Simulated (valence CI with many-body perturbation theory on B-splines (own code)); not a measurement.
**Ladder of approximations for Kr VI**

Computed by valence CI with perturbative core correlation (CI+MBPT): three valence electrons over a frozen Dirac-Fock core [Ar] 3d10, radial functions for each j: 11 s, 11 p, 9 d, 7 f, 5 g, 2 h, 1 i, with the one-electron correlation potential Σ1 (screened to all orders), the two-electron term Σ2, the three-electron term Σ3, Breit, model QED; selected single and double excitations, second order for the rest, scaled by the run's own slope (own B-spline code, finite nucleus).

Against 39 measured levels this calculation errs by 174 cm⁻¹ on average and by 872 at most. These come from a selection out of Saloman, J. Phys. Chem. Ref. Data 36, 215 (2007). Levels without a partner in it may be off by more. 4 measured levels below the end of the list, from 390595 cm⁻¹ on, found no clear computed partner, and computed levels of the same name lie up to 2816 cm⁻¹ from them.

Each rung adds one term. CI alone is the Dirac-Coulomb CI over the frozen core; QED comes last and gives the full result, which names the levels. Energies are above 4s2 4p 2P°_1/2 on the same rung, in cm⁻¹.

Names give the largest LS component (configuration and term), which can be under half, so a name can repeat, a term be missing and a line seem to break the LS rules; names also repeat where a configuration has a term twice. Letters in brackets count levels of one name in rising energy.

| Level | CI alone | Σ1 | Σ2 | Σ3 | Breit | QED | Full |
| --- | --- | --- | --- | --- | --- | --- | --- |
| 4s2 4p 2P°_3/2 | 7901 | +287 | +50 | +2 | -154 | +18 | 8104 |
| 4s 4p2 4P_1/2 | 104198 | +1469 | +2181 | +16 | +36 | -232 | 107668 |
| 4s 4p2 4P_3/2 | 107444 | +1598 | +2221 | +19 | -36 | -223 | 111023 |
| 4s 4p2 4P_5/2 | 111674 | +1737 | +2209 | +19 | -116 | -215 | 115309 |
| 4s 4p2 2D_3/2 | 139056 | +1948 | +841 | -8 | -96 | -201 | 141540 |
| 4s 4p2 2D_5/2 | 140065 | +1999 | +872 | -8 | -137 | -197 | 142593 |
| 4s 4p2 2S_1/2 | 169787 | +2059 | -1462 | -99 | -32 | -223 | 170029 |
| 4s 4p2 2P_1/2 | 182307 | +2234 | -3759 | -68 | -114 | -216 | 180384 |
| 4s 4p2 2P_3/2 | 186287 | +2340 | -4307 | -59 | -150 | -213 | 183899 |
| 4s2 4d 2D_3/2 | 221715 | +3226 | -2503 | -36 | -299 | -2 | 222101 |
| 4s2 4d 2D_5/2 | 222630 | +3261 | -2493 | -35 | -340 | +1 | 223024 |
| 4s2 5s 2S_1/2 | 272406 | +4828 | -1478 | -88 | -269 | +109 | 275507 |
| 4p3 2D°_3/2 | 271695 | +3678 | +867 | +10 | -51 | -418 | 275781 |
| 4p3 2D°_5/2 | 273313 | +3781 | +1228 | +17 | -137 | -401 | 277800 |
| 4p3 4S°_3/2 | 277503 | +3596 | -1903 | +4 | -71 | -451 | 278679 |
| 4p3 2P°_1/2 | 301118 | +3915 | -967 | -39 | -117 | -414 | 303496 |
| 4p3 2P°_3/2 | 302549 | +4029 | -776 | -35 | -188 | -402 | 305177 |
| 4s 4p 4d 4F°_3/2 | 306143 | +4417 | +2129 | +49 | -213 | -231 | 312294 |
| 4s 4p 4d 4F°_5/2 | 307841 | +4476 | +2125 | +50 | -255 | -227 | 314010 |
| 4s 4p 4d 4F°_7/2 | 310373 | +4566 | +2125 | +50 | -317 | -221 | 316577 |
| 4s 4p 4d 4F°_9/2 | 313944 | +4703 | +2163 | +51 | -406 | -211 | 320243 |
| 4s2 5p 2P°_1/2 | 320751 | +5058 | -1379 | -87 | -229 | +29 | 324143 |
| 4s2 5p 2P°_3/2 | 323238 | +5107 | -1348 | -87 | -277 | +34 | 326667 |
| 4s 4p 4d 4P°_5/2 | 327495 | +4614 | +55 | +10 | -250 | -229 | 331695 |
| 4s 4p 4d 4D°_3/2 | 328801 | +4658 | -104 | +8 | -254 | -226 | 332883 |
| 4s 4p 4d 4D°_1/2 | 329814 | +4685 | -324 | +7 | -251 | -225 | 333705 |
| 4s 4p 4d 4P°_1/2 | 333251 | +4830 | +212 | +8 | -345 | -213 | 337743 |
| 4s 4p 4d 4D°_7/2 | 334041 | +4839 | -409 | +8 | -361 | -214 | 337904 |
| 4s 4p 4d 4P°_3/2 | 333842 | +4842 | -27 | +8 | -353 | -213 | 338099 |
| 4s 4p 4d 4D°_5/2 | 334177 | +4846 | -257 | +8 | -355 | -214 | 338204 |
| 4s 4p 4d 2D°_3/2 [a] | 340245 | +4738 | -1436 | +6 | -294 | -253 | 343006 |

The middle columns are the shifts that each term adds.

(1) How does the ionisation energy move along the ladder, and which term matters most?

## Answers

(1) CI alone 77.839, + Σ1 78.680, + Σ2 78.470, + Σ3 78.459, + Breit 78.416, + QED 78.422 eV. The largest step is Σ1, 0.842 eV. NIST lists 78.49 ± 0.2 eV (semi-empirical).
